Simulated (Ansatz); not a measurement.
Task: Name a neutral molecule of B, C, S and H with HOMO energy (ωB97M-V/def2-TZVPP) between -10.00 and -9.70 eV and HOMO energy (PBE0/def2-TZVPP) between -7.75 and -7.45 eV (Ansatz, PBE0-D4/def2-TZVP geometry).

Result: `BC=S` (-9.74 eV, -7.63 eV); `B1CS1` (-9.81 eV, -7.66 eV); `CBCS` (-9.73 eV, -7.56 eV). Other molecules can fit too; these were computed, each in one conformer that needn't be the lowest.
